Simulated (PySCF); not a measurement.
# Fractional electron number in Cr⁺ (chromium, charge +1)

The 3d alpha orbital of [Ar] 3d5 is emptied in steps (occupation f), with all orbitals relaxed, ending at [Ar] 3d4. Computed with PySCF 2.14 in x2c-TZVPall (6s5p4d1f, 48 functions), with the spin-free X2C one-electron Hamiltonian (Gaussian nucleus). The exact energy is a straight line in f; departures are measured from the line between the end points of the same method.

Problem. Among PBE0, r2SCAN, LC-wPBE, which shows the largest delocalisation error (convex curve), and which is closest to linear?

Solution. Most convex: r2SCAN (-1.518 eV at f = 0.5); closest to linear: LC-wPBE (-0.399 eV).

```csv
f,PBE0 (eV),r2SCAN (eV),LC-wPBE (eV)
1,0.000,0.000,0.000
0.9,-0.378,-0.533,-0.133
0.7,-0.896,-1.260,-0.323
0.5,-1.081,-1.518,-0.399
0.3,-0.920,-1.289,-0.346
0.1,-0.399,-0.558,-0.153
0,0.000,0.000,0.000
```

| method | E(f=0) − E(f=1) (eV) | −ε at f=1 (eV) | −ε at f=0.5 (eV) |
| --- | --- | --- | --- |
| PBE0 | 16.809 | 12.642 | 16.736 |
| r2SCAN | 16.880 | 11.003 | 16.794 |
| LC-wPBE | 16.851 | 15.408 | 16.778 |

Reference removal energy between the ground levels: 16.486 eV (measured; NIST Atomic Spectra Database, ionization energies). The calculation has no spin-orbit coupling. The determinant left behind need not be the lowest term of the ion.
